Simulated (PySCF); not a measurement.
# Cl (chlorine, neutral) across methods

[Ne] 3s2 3p5, 2P determinant. Calculation: PySCF 2.14, in dyall-av2z (13s9p2d, 50 functions); no relativity, point nucleus.

```csv
method,E (hartree),mean ε 3s β (eV),mean ε 3p α (eV),mean ε 3p β (eV),Σ⟨r²⟩ (bohr²),⟨S²⟩
PBE0,-459.9958,-22.118,-10.597,-9.586,27.66,0.753
LDA,-458.6549,-20.037,-9.127,-8.206,27.94,0.751
r2SCANh,-460.1135,-21.247,-10.058,-8.998,27.63,0.754
BP86,-460.1913,-20.046,-9.130,-8.246,27.81,0.752
UHF,-459.47292,-27.644,-14.411,-13.047,27.74,0.757
PBE,-459.9586,-19.905,-9.040,-8.115,27.85,0.752
r2SCAN,-460.1140,-20.451,-9.495,-8.456,27.66,0.754
revPBE,-460.0656,-19.855,-9.009,-8.081,27.82,0.752
```

(1) Estimate the same row for B3LYP.

Answers

(1) E (hartree) = -460.1671; mean ε 3s β (eV) = -21.735; mean ε 3p α (eV) = -10.263; mean ε 3p β (eV) = -9.331; Σ⟨r²⟩ (bohr²) = 27.84; ⟨S²⟩ = 0.752.
